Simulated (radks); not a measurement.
Values are calculated unless marked as measured or tabulated.
Species: Bi4+. Configuration: [Xe] 4f14 5d10 6s1. Level of theory: Dirac Kohn-Sham, LDA (Slater exchange, VWN5 correlation), spin-unpolarised, spherical densities, finite nucleus; Fermi nuclear charge, rms radius 5.5211 fm (a radial shooting solver on a logarithmic mesh with Libxc functionals).

Unscreened Slater integrals over Kohn-Sham orbitals (eV). Large and small components are both included.

\begin{tabular}{lr}
integral & value \\ \hline
F0(6s1/2,6s1/2) & 12.572 \\
F0(6s1/2,5d5/2) & 14.633 \\
G2(6s1/2,5d5/2) & 3.2434 \\
F0(6s1/2,5d3/2) & 14.728 \\
G2(6s1/2,5d3/2) & 2.9743 \\
F0(6s1/2,5p3/2) & 15.238 \\
G1(6s1/2,5p3/2) & 1.4285 \\
F0(5d5/2,5d5/2) & 20.052 \\
F2(5d5/2,5d5/2) & 10.549 \\
F4(5d5/2,5d5/2) & 7.0751 \\
F0(5d5/2,5d3/2) & 20.363 \\
F2(5d5/2,5d3/2) & 10.701 \\
G2(5d5/2,5d3/2) & 10.682 \\
G4(5d5/2,5d3/2) & 7.1673 \\
F0(5d5/2,5p3/2) & 22.128 \\
F2(5d5/2,5p3/2) & 11.329 \\
G1(5d5/2,5p3/2) & 13.987 \\
G3(5d5/2,5p3/2) & 8.7231 \\
F0(5d3/2,5d3/2) & 20.691 \\
F2(5d3/2,5d3/2) & 10.881 \\
F0(5d3/2,5p3/2) & 22.570 \\
F2(5d3/2,5p3/2) & 11.681 \\
G1(5d3/2,5p3/2) & 14.619 \\
G3(5d3/2,5p3/2) & 9.1210 \\
F0(5p3/2,5p3/2) & 25.155 \\
F2(5p3/2,5p3/2) & 13.557 \\
\end{tabular}
